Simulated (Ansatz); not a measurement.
Start from `O=CB[TeH]` and change one atom or group to get `BC=O`.

Ansatz, PBE0-D4/def2-TZVP geometries, multiplicity 1. Each molecule was computed in one conformer, which needn't be the lowest.

Elements past krypton have def2 core potentials.  Spin–orbit coupling is left out; it splits and shifts lone-pair levels of the heavy atoms by tenths of an eV.

| property | `O=CB[TeH]` |
| --- | --- |
| LUMO energy (PBE0/def2-TZVPP) / eV | -2.08 |
| ideal-gas entropy at 298 K and 1 bar (rigid rotor, harmonic PBE0-D4/def2-TZVP) / J/(mol·K) | 332 |
| size of the dipole moment (B3LYP/def2-TZVPP) / D | 2.65 |
| HOMO–LUMO gap (PBE0/def2-TZVPP) / eV | 5.02 |
| LUMO energy (ωB97M-V/def2-TZVPP) / eV | -0.14 |
| HOMO–LUMO gap (B3LYP/def2-TZVPP) / eV | 4.62 |

(1) Give the same properties after the change, and the shifts. (An estimate is asked.)

## Answers

(1) Computed: 
```tsv
property	`BC=O`	shift
LUMO energy (PBE0/def2-TZVPP) / eV	-1.48	0.60
ideal-gas entropy at 298 K and 1 bar (rigid rotor, harmonic PBE0-D4/def2-TZVP) / J/(mol·K)	268	-64
size of the dipole moment (B3LYP/def2-TZVPP) / D	2.10	-0.55
HOMO–LUMO gap (PBE0/def2-TZVPP) / eV	6.31	1.29
LUMO energy (ωB97M-V/def2-TZVPP) / eV	0.65	0.79
HOMO–LUMO gap (B3LYP/def2-TZVPP) / eV	5.82	1.20
```

With PBE0 the HOMO falls by 0.70 eV and the LUMO rises by 0.60 eV, so the gap widens by about 1.30 eV. PBE moves the HOMO by -0.89 eV and ωB97M-V by -0.71 eV. The zero-point energy changes by 1.5 kJ/mol with -3 modes. Dipoles are sizes alone; their direction can turn. Modes under 60 cm⁻¹, often nearly free rotors, make the harmonic entropy too high.

B3LYP here is the variant with VWN-RPA as its local correlation; programs differ in this.
